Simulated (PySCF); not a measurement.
# Electronic absorption of hydroquinone

Compound: hydroquinone, C6H6O2.
InChI=1S/C6H6O2/c7-5-1-2-6(8)4-3-5/h1-4,7-8H

The calculation used TDDFT PBE0/def2-SVPD, vertical, gas phase, core orbitals frozen in the response in PySCF 2.14.0, density-fitted response routines. Geometry: GFN2-xTB, one conformer, isolated molecule. Torsions of this conformer, `[OH:1][c:2]1[cH:3][cH:4][c:5]([OH:6])[cH:7][cH:8]1`: H–O1–C2–C3 0°, H–O6–C5–C4 180°.

Q: Predict the UV-vis stick spectrum at this level.

A: 

```tsv
state	E (eV)	λ (nm)	ν̃ (cm⁻¹)	f	symmetry	main configurations (H = HOMO, L = LUMO)
S1	4.73	262.4	38120	0.058	Bu	H→L (91%), H-1→L+1 (8%)
S2	5.45	227.7	43920	0.0000	–	H→L+2 (98%)
S3	5.57	222.5	44950	0.0000	–	H→L+3 (98%)
S4	5.81	213.3	46890	0.096	Bu	H→L+1 (81%), H-1→L (17%)
S5	6.38	194.4	51450	0.0000	–	H→L+4 (99%)
S6	6.63	187.0	53480	0.0001	–	H→L+5 (99%)
```

Triplets, Tamm–Dancoff:

| state | E (eV) | λ (nm) | main configurations (H = HOMO, L = LUMO) |
| --- | --- | --- | --- |
| T1 | 3.67 | 337.6 | H→L (98%) |
| T2 | 3.95 | 314.2 | H→L+1 (75%), H-1→L (21%) |

The lowest singlet comes at 262 nm (456 kJ/mol) in the ultraviolet; it is of moderate strength; its leading configuration is HOMO→LUMO (91%). The most intense listed level is S4 at 5.81 eV (213 nm, f = 0.096), 1.09 eV above S1. Löwdin shares by element: HOMO carbon 32% or more, oxygen 30% (atoms not listed hold the other 38%); LUMO carbon 73% or more (atoms not listed hold the other 27%). The listed states span 1.90 eV, and the widest gap between neighbours is 0.72 eV (S1 to S2). Weighted by f, the mean energy of these states is 5.40 eV. The oscillator strengths of these states sum to 0.155; summed over the whole spectrum of an exact calculation they would give the number of electrons, 58 (Thomas–Reiche–Kuhn). Symmetry labels in C2h follow from the direction of the transition dipole and are given only for states with f of 0.002 or more. Only the lowest 6 singlets were computed, as vertical energies without vibronic structure.
